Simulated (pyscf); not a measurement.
HO–NbH(OH)(OH)–OH, singlet

Gas-phase minimum from PySCF at ωB97X-D3(BJ)/def2-SVP, one conformer. 

```xyz
10

O     -1.7889    -1.3833    -0.9682
Nb    -0.5361     0.0209    -0.7751
O      0.8248     1.2512    -1.2359
O     -1.8337     1.3502    -0.3860
O      0.4724    -0.8449     0.5801
H     -2.0935    -1.9687    -1.6659
H     -0.2604    -0.4243    -2.4568
H      1.3650     1.4548    -2.0035
H     -1.6043     2.2757    -0.2408
H      0.1424    -1.6081     1.0686
```

Bonded distances (Å): O1–Nb2 1.892, O1–H6 0.960, Nb2–O3 1.892, Nb2–O4 1.898, Nb2–O5 1.898, Nb2–H7 1.761, O3–H8 0.960, O4–H9 0.965, O5–H10 0.964. Angles (°): Nb2–O1–H6 137.4, O1–Nb2–O3 159.1, O1–Nb2–O4 95.1, O1–Nb2–O5 94.9, O1–Nb2–H7 79.5, O3–Nb2–O4 94.9, O3–Nb2–O5 95.1, O3–Nb2–H7 79.6, O4–Nb2–O5 122.4, O4–Nb2–H7 118.7, O5–Nb2–H7 118.9, Nb2–O3–H8 137.5, Nb2–O4–H9 122.7, Nb2–O5–H10 122.7.

Properties at ωB97X-D3(BJ)/def2-SVP:

| Quantity | Value |
|---|---|
| Harmonic wavenumbers, unscaled | 151, 152, 218, 225, 237, 304, 338, 366, 441, 513, 546, 552, 584, 602, 732, 738, 748, 788, 1003, 1837, 3916, 3919, 3974, 3977 cm⁻¹ |
| Zero-point energy | 38.4 kcal/mol |
| Rotational symmetry number | 2 |
| Entropy of this conformer at 298 K and 1 atm, rigid rotor and harmonic oscillator, modes under 100 cm⁻¹ raised to 100 | 359.7 J/(mol K) |
| Dipole moment | 0.64 D |

Single-point totals, which compare only within one level:

```
level                   total energy (hartree)
----------------------  ----------------------
ωB97X-D3(BJ)/def2-TZVP              -361.27356
PBE/def2-TZVP                       -360.92264
r²SCAN/def2-TZVP                    -361.10275
B3LYP-D3(BJ)/def2-TZVP              -361.24571
PBE0-D3(BJ)/def2-TZVP               -360.87316
M06-2X/def2-TZVP                    -360.96715
ωB97M-D3(BJ)/def2-TZVP              -361.21807
```

Soft torsions are taken as harmonic, which can shift the entropy by several J/(mol K). Elements past Kr carry the def2 core potentials, without spin-orbit coupling.
